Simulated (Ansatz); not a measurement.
A structure relaxed at PBE0-D4/def2-TZVP, charge 0, multiplicity 2:

```xyz
6

N    -1.104    0.728    0.599
Ge    0.423   -0.029   -0.170
H    -1.809   -0.011    0.694
H     1.473    1.079   -0.303
H     0.069   -0.605   -1.555
H     0.948   -1.162    0.734
```

(1) Give its formula and SMILES.

(2) Point group (tolerance 0.08 Å, 0.16 Å for H)?

(3) Summarise the bond lengths by kind.

## Answers

(1) GeH4N, `[NH][GeH3]`.

(2) Cs.

(3) 1 × Ge–N 1.869 Å; 1 × H–N 1.026 Å; 3 × Ge–H 1.532 to 1.541 Å.

Program: Ansatz 0.2.0.
